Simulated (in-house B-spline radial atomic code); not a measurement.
The numbers below are computed, except where a source is named.
## Two electrons in Si: a parabolic dot with ħω = 91.5 meV in all three directions

For Si the NSM archive of the Ioffe Institute lists m_l = 0.98 m0, m_t = 0.19 m0 and ε = 11.7; the model takes one isotropic valley with the conductivity mass 3/(1/m_l + 2/m_t) = 0.26 m0, and so misses anisotropy and the other valleys. All triplets below are those of one valley; with several valleys two electrons can form a triplet in the 1s orbital itself, at an energy set by the valley splitting.

Effective-mass model with parabolic bands, a uniform dielectric constant, no image charges, no central-cell or spin-orbit terms. Two-electron levels come from full CI in B-splines with partial waves to l = 5 (up to 0.001 effective hartree above the limit).

Question: What are the effective units, and what is the potential in them?

Answer: Ha* = 27211.386 meV × 0.26/11.7² = 51.68 meV and a* = 0.0529177 nm × 11.7/0.26 = 2.381 nm. The frequency is ω = 1.77 Ha*. The one-electron levels are 3ω/2 = 2.6550 and 5ω/2 = 4.4250 Ha*.

In these units the lowest s and p orbitals lie at 2.6550 and 4.4250, and their Coulomb and exchange integrals are J_ss = 1.0615, J_sp = 0.8846 and K_sp = 0.1769. (For a parabolic well J_ss = √(2ω/π).) Full CI gives 6.3017 for the ground singlet, 7.7706 for the sp triplet, 8.0720 for the sp singlet and 9.5406 for the lowest triplet of two s orbitals.

Question: What does it cost to add the second electron, to first order and exactly?

Answer: To first order E = 2ε_s + J_ss = 6.3715, so the charging energy E(2) − 2E(1) is J_ss = 54.86 meV. CI gives 6.3017 − 2 × (2.6550) = 0.9917, or 51.25 meV: relaxation and correlation lower it by 3.608 meV, 6.6 % of J_ss. The s² configuration of one-electron orbitals holds 98.5 % of the state, and the mean radius is 2.12 nm.

Question: How far above the singlet do the triplets lie?

Answer: To first order the sp triplet lies at ε_s + ε_p + J_sp − K_sp = 7.7877, which is 73.19 meV above 2ε_s + J_ss. CI gives 7.7706 − (6.3017) = 1.4689, or 75.92 meV, 83 % of the orbital spacing of 91.48 meV. The ss triplet lies 167.4 meV up, so the lower of the two is the sp one, and its gap equals k_BT at 881 K. The sp singlet-triplet splitting is 15.58 meV, against 2K_sp = 18.29 meV. The sp singlet lies ħω above the ground state (1.7703 against 1.77), as Kohn's theorem demands for a parabolic well.
